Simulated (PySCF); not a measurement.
**`[Si@H]([C@@H]1[C@@H](C)[C@@H]1F)(C)Cl`, C₅H₁₀ClFSi**

Geometry:
```tsv
atom	x (Å)	y (Å)	z (Å)
C1	-2.685	0.251	-0.631
C2	-1.467	-0.148	0.161
C3	-0.540	-1.190	-0.356
F4	0.012	-2.068	0.539
C5	-0.081	0.234	-0.314
Si6	1.252	0.744	0.927
C7	2.894	-0.109	0.511
Cl8	1.467	2.755	0.753
H9	-3.520	-0.410	-0.406
H10	-2.483	0.201	-1.699
H11	-2.976	1.269	-0.381
H12	-1.618	-0.150	1.234
H13	-0.725	-1.696	-1.295
H14	-0.049	0.721	-1.282
H15	0.809	0.458	2.292
H16	2.800	-1.187	0.590
H17	3.682	0.207	1.189
H18	3.220	0.124	-0.501
```

Theory: PySCF 2.14.0, TDDFT CAM-B3LYP/def2-SVPD circular dichroism and optical rotation, one conformer, gas phase. Geometry: GFN2-xTB.

The molecule is flexible and this is one conformer; a measurement averages over conformers.

(1) Draw the ECD and absorption spectra from the lowest 16 states, each a Gaussian of half-width 0.35 eV at 1/e height.

Answers

(1) 
```
E (eV)  λ (nm)  Δε (L mol⁻¹ cm⁻¹)  ε (L mol⁻¹ cm⁻¹)
  7.08     175              -0.97              62.9
  7.18     173              -1.96               140
  7.28     170              -3.26               276
  7.38     168              -4.35               500
  7.48     166              -4.39               854
  7.58     163              -2.74              1390
  7.68     161              +0.16              2160
  7.78     159              +2.52              3140
  7.88     157              +2.20              4160
  7.98     155              -1.62              5010
  8.08     153              -7.55              5490
  8.18     151             -13.11              5590
  8.28     150             -16.63              5510
  8.38     148             -17.99              5550
  8.48     146             -17.54              5950
  8.58     144             -15.09              6780
  8.68     143             -10.10              7790
  8.78     141              -2.80              8550
  8.88     140              +5.12              8600
```
Δε uses R in velocity form, ε uses f in length form. Only the states computed contribute, so the short-wavelength end is incomplete.
